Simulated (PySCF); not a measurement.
## O⁺: excitation energy

O⁺ [He] 2s2 2p3 (4S) → O⁺ [He] 2s2 2p2 3s1 (4P), as a difference of total energies. Computed with PySCF 2.14 in dyall-av2z, with the non-relativistic Hamiltonian (point nucleus). Correlated levels: valence: 1s2 frozen; virtual orbitals above 40 to 60 times the deepest correlated orbital energy dropped. The calculations carry no spin-orbit coupling.

| method | excitation energy (cm⁻¹) |
| --- | --- |
| UHF | 183830 |
| MP2 (valence) | 185790 |
| CCSD (valence) | 184140 |
| CCSDT (valence) | 183970 |

Task: Estimate what SCS-MP2 (valence) gives.

Result: 184300 cm⁻¹, closest to CCSD (valence) among the rows shown.

Task: Estimate what CCSD(T) (valence) gives.

Result: 184000 cm⁻¹, closest to CCSDT (valence) among the rows shown.

Errors of the correlated levels include the incompleteness of this basis and the frozen core.

For comparison: 185400 cm⁻¹ (measured; NIST levels, between the centres of gravity of the two terms).
